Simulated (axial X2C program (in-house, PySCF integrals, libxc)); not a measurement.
# Potential curves of PSe, 2c

Computed with an in-house relativistic program for diatomic molecules. Two-component (2c) means X2C with spin–orbit coupling and atomic mean-field two-electron Coulomb and Gaunt terms. Basis: Se dyall-v3z [8s9p6d1f], P dyall-v3z [8s7p2d1f] (cores contracted in-house); Gaussian nuclei, density fitting, unrestricted open shells. Masses: Se 79.917 u, P 30.974 u.

State: Ω = 1/2 (⟨Sz⟩ = -0.50, ⟨Lz⟩ = 1.00 at LDA). Energies in cm⁻¹ from the fragments at the same level (Se + P). Fits are polynomials in 1 − R0/R over 0.85 to 1.23 times the lowest point R0.

| R (Å) | LDA |
| --- | --- |
| 1.7722 | -28508 |
| 1.8537 | -35243 |
| 1.9148 | -38158 |
| 1.9759 | -39697 |
| 2.0370 | -40183 |
| 2.1083 | -39745 |
| 2.1796 | -38520 |
| 2.2713 | -36160 |
| 2.3833 | -32564 |
| 2.5462 | -26816 |

Occupations by symmetry block were frozen at the best pattern of an incomplete PBE0 search. De is counted from the lowest determinant-based energies of the atoms at the same level, without counterpoise correction. Density functionals use the spin component along the axis (collinear). Without a current term, density functionals place determinants with orbital angular momentum somewhat too high.

**Question.** Fit the LDA curve near its minimum: give the equilibrium distance, the harmonic wavenumber and the well depth.

**Answer.** At LDA, 2c: Re = 2.040 Å, ωe ≈ 565 cm⁻¹, De = 4.98 eV to Se + P; Be follows as 0.181 cm⁻¹.
